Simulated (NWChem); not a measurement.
System: SiNH₄O₂Cl; SMILES N[Si](O)(O)Cl

NWChem input:

```
start job
memory heap 200 mb stack 900 mb global 1100 mb
geometry units angstroms noautosym nocenter noautoz
  N      1.637800     0.820252    -0.128710
  Si     0.000887     0.368698    -0.025264
  O     -0.758694     0.907295     1.337861
  O     -0.894946     0.958240    -1.273028
  Cl     0.014381    -1.702727    -0.036429
  H      2.308678     0.170403    -0.519972
  H      1.890897     1.784642    -0.312230
  H     -0.363517     0.647649     2.175344
  H     -1.845223     0.992740    -1.124533
end
basis spherical
  * library 6-31g*
end
dft
  xc pbe0
  iterations 150
end
cosmo
  do_cosmo_smd true
  solvent thf
end
task dft energy
```

NWChem printed, in part:

```
             Northwest Computational Chemistry Package (NWChem) 7.3.0
             --------------------------------------------------------

                             Geometry "geometry" -> ""
                             -------------------------

 Output coordinates in angstroms (scale by  1.889725989 to convert to a.u.)

  No.       Tag          Charge          X              Y              Z
 ---- ---------------- ---------- -------------- -------------- --------------
    1 N                    7.0000     1.63780000     0.82025200    -0.12871000
    2 Si                  14.0000     0.00088700     0.36869800    -0.02526400
    3 O                    8.0000    -0.75869400     0.90729500     1.33786100
    4 O                    8.0000    -0.89494600     0.95824000    -1.27302800
    5 Cl                  17.0000     0.01438100    -1.70272700    -0.03642900
    6 H                    1.0000     2.30867800     0.17040300    -0.51997200
    7 H                    1.0000     1.89089700     1.78464200    -0.31223000
    8 H                    1.0000    -0.36351700     0.64764900     2.17534400
    9 H                    1.0000    -1.84522300     0.99274000    -1.12453300

 Effective nuclear repulsion energy (a.u.)     316.0771003233

                                 NWChem DFT Module
                                 -----------------

 Summary of "ao basis" -> "ao basis" (spherical)
 ------------------------------------------------------------------------------
       Tag                 Description            Shells   Functions and Types
 ---------------- ------------------------------  ------  ---------------------
 N                           6-31g*                  6       14   3s2p1d
 Si                          6-31g*                  8       18   4s3p1d
 O                           6-31g*                  6       14   3s2p1d
 Cl                          6-31g*                  8       18   4s3p1d
 H                           6-31g*                  2        2   2s

 in cosmo_initialize ...
 calling solv_data for solv:thf

 solvent parameters
 solvname_short: thf
 solvname_long:  tetrahydrofuran
 dielec:        7.4257
 dielecinf:     1.9740
 nonaqueous SMD model solvent descriptors
 dielec:        7.4257
 sola:          0.0000
 solb:          0.4800
 solc:          0.0000
 solg:         39.4400
 solh:          0.0000
 soln:          1.4050

[...]

                                COSMO-SMD solvation results
                                ---------------------------

             internal energy in gas <Psi(g)|H|Psi(g)> =      -956.932667291587
         internal energy in solvent <Psi(s)|H|Psi(s)> =      -956.931992663992
                               delta internal energy  =         0.000674627595 (    0.42 kcal/mol)
   total free energy in solvent <Psi(s)|H+V/2|Psi(s)> =      -956.944280426203
 polarization energy contribution <Psi(s)|V/2|Psi(s)> =        -0.012287762211 (   -7.71 kcal/mol)
    total free energy in solvent including G(SMD-CDS) =      -956.946222298029
                       G(SMD-CDS) energy contribution =        -0.001941871826 (   -1.22 kcal/mol)
     1 M fixed-concentration free energy of solvation =        -0.013555006442 (   -8.51 kcal/mol)

                       DFT Final Molecular Orbital Analysis
                       ------------------------------------

 Vector   27  Occ=2.000000D+00  E=-3.328822D-01
              MO Center= -1.6D-01, -9.5D-01, -7.8D-03, r^2= 3.1D+00
   Bfn.  Coefficient  Atom+Function         Bfn.  Coefficient  Atom+Function
  ----- ------------  ---------------      ----- ------------  ---------------
    67      0.609121  5 Cl px                71      0.339606  5 Cl px
    63     -0.238269  5 Cl px                50     -0.229299  4 O  py
    36     -0.216864  3 O  py                54     -0.169544  4 O  py
    40     -0.160990  3 O  py                68     -0.135456  5 Cl py
    26     -0.095997  2 Si py                35     -0.088717  3 O  px

 Vector   28  Occ=2.000000D+00  E=-3.262868D-01
              MO Center= -3.1D-01, -2.9D-01, -3.1D-02, r^2= 3.8D+00
   Bfn.  Coefficient  Atom+Function         Bfn.  Coefficient  Atom+Function
  ----- ------------  ---------------      ----- ------------  ---------------
    69      0.509555  5 Cl pz                50     -0.320426  4 O  py
    36      0.308882  3 O  py                73      0.268962  5 Cl pz
    54     -0.252617  4 O  py                40      0.242596  3 O  py
    65     -0.198328  5 Cl pz                 5      0.104376  1 N  pz
     9      0.088971  1 N  pz                51     -0.075739  4 O  pz

 Vector   29  Occ=2.000000D+00  E=-2.818819D-01
              MO Center=  1.4D+00,  7.0D-01, -3.4D-02, r^2= 1.8D+00
   Bfn.  Coefficient  Atom+Function         Bfn.  Coefficient  Atom+Function
  ----- ------------  ---------------      ----- ------------  ---------------
     5      0.522596  1 N  pz                 9      0.450247  1 N  pz
    69     -0.155252  5 Cl pz                 3      0.146662  1 N  px
     7      0.131181  1 N  px                35     -0.130420  3 O  px
    73     -0.108556  5 Cl pz                27      0.107903  2 Si pz
     6      0.102461  1 N  s                 39     -0.100515  3 O  px

 Vector   30  Occ=0.000000D+00  E= 5.121168D-02
              MO Center= -2.1D-01,  3.2D-01,  1.2D-01, r^2= 5.4D+00
   Bfn.  Coefficient  Atom+Function         Bfn.  Coefficient  Atom+Function
  ----- ------------  ---------------      ----- ------------  ---------------
    24      1.313397  2 Si s                  6     -0.697961  1 N  s
    38     -0.599893  3 O  s                 52     -0.586122  4 O  s
    72     -0.429032  5 Cl py                84      0.382940  8 H  s
    86      0.377823  9 H  s                 70     -0.355761  5 Cl s
    82      0.295907  7 H  s                 80      0.231434  6 H  s

[...]
```

Level: PBE0/6-31G* (spherical d), SMD on the gas-phase geometry. All runs use the structure optimised with PBE0/def2-SVP. Solvent: tetrahydrofuran.
